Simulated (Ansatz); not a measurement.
Geometry optimisation, Ansatz, RKS BHLYP-D4/def2-SVP.

input.yaml

```yaml
crystal:
  periodic: [false, false, false]
  atoms:
    - { symbol: Si, position_ang: [-0.3016, 1.1326, -0.2585] }
    - { symbol: Si, position_ang: [0.1952, -1.4012, 0.0293] }
    - { symbol: Cl, position_ang: [-1.5768, 0.7654, -1.8834] }
    - { symbol: Cl, position_ang: [-1.6006, 1.7699, 1.1429] }
    - { symbol: H, position_ang: [0.5407, 2.1057, -0.9194] }
    - { symbol: H, position_ang: [0.9215, 0.1486, 0.7878] }
    - { symbol: F, position_ang: [1.1609, 1.2841, 1.1078] }
    - { symbol: H, position_ang: [0.0472, -2.0278, 1.3488] }
    - { symbol: H, position_ang: [-0.8602, -1.9425, -0.8108] }
    - { symbol: H, position_ang: [1.4737, -1.8347, -0.5447] }
basis:
  gaussian: { orbitals: def2-SVP }
hamiltonian:
  xc: { name: BHLYP }
  dispersion: d4
relax:
  f_tol: 0.15
  max_steps: 25
  restrain:
    - { distance: [0, 6], at: 1.68, k: 30.0 }
    - { distance: [5, 1], at: 1.42, k: 30.0 }
    - { distance: [0, 1], at: 3.52, k: 30.0 }
    - { distance: [5, 6], at: 2.18, k: 30.0 }
```

Launched with:

```bash
$ ansatz run input.yaml --threads 2 --pin off --max-ram 3072MiB --backend cpu --events-out ev --progress --plain --runs-dir out
```

Where does it end, and by what steps?

The run converged. The restraints hold the end off the free minimum. After 11 steps the energy has fallen by 3.456 eV (the restraints' own energy left out); H5 moved furthest, 1.16 Å. Parted: Si1–Si2. Joined: Si2–H6.

```
step  energy less start (eV)  largest force component (eV/Å)  accepted
   0                  0.0000                           2.635       yes
   1                  0.3715                           1.492       yes
   2                  0.0207                           2.216       yes
   3                 -0.7080                           1.891       yes
   4                 -1.7839                           0.956       yes
   5                 -2.2482                           0.872       yes
   6                 -2.5215                           1.300       yes
   7                 -2.7498                           1.716       yes
   8                 -2.9940                           1.935       yes
   9                 -3.2406                           1.791       yes
  10                 -3.4133                           1.295       yes
  11                 -3.4561                           1.066       yes
```

```xyz
10
Properties=species:S:1:pos:R:3
Si -0.095 1.773 -0.345
Si 0.158 -1.688 0.343
Cl -0.471 0.650 -1.997
Cl -1.624 1.659 0.980
H 0.099 3.163 -0.743
H 0.061 -0.422 1.021
F 1.290 1.267 0.362
H 0.418 -2.746 1.349
H -1.110 -2.000 -0.349
H 1.275 -1.657 -0.622
```

Whether the end is a true minimum wasn't checked by a vibrational analysis.

The run took 48 s on 2 threads of Arm Neoverse V1, on a shared host, peak memory 0.28 GiB.
